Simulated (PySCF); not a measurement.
Indirect couplings

Cartesian coordinates in Å; atom numbers follow the order of the lines, from 1:
```xyz
14

Zn   -0.006   -0.027    1.088
C    -0.008   -0.074    3.019
H     0.973   -0.371    3.421
H    -0.757   -0.789    3.395
H    -0.257    0.915    3.437
N    -0.007    0.017   -0.734
C    -0.353   -1.108   -1.549
C     0.359    1.173   -1.497
H    -1.223   -0.906   -2.215
H    -0.621   -1.986   -0.937
H     0.477   -1.427   -2.218
H     0.633    2.020   -0.845
H     1.231    0.989   -2.164
H    -0.462    1.531   -2.158
```

Method: PBE/pcJ-1 (pcSseg-1 on Zn) (spin–dipole term only in couplings to heteroatoms)//PBE0-D3(BJ)/def2-SVP, PySCF 2.14; isolated molecule, single conformer, non-relativistic. Couplings are averaged over pairs made equivalent by symmetry, fast rotation or ring inversion, so a value needn't be that of the named pair in this geometry, while other rotamers aren't included; one pair stands for each set, and the list holds those of at least 1.5 Hz over up to four bonds.

Isotopes: 13C, 1H, 15N.

| pair | bonds | J (Hz) |
| --- | --- | --- |
| C2, H3 | 1 | 122.1 |
| N6, C7 | 1 | -5.6 |
| C7, H9 | 1 | ? |
| C2, N6 | 2 | -9.7 |
| H3, H4 | 2 | -12.2 |
| H9, H10 | 2 | -10.9 |
| C7, H12 | 3 | ? |

Estimate the withheld couplings, with signs.

Answers


- 1J(C7,H9) = 123.4 Hz (bond length 1.113 Å)
- 3J(C7,H12) = 7.1 Hz (mean over equivalent pairs that range from 2.7 to 15.6 Hz in this conformer)
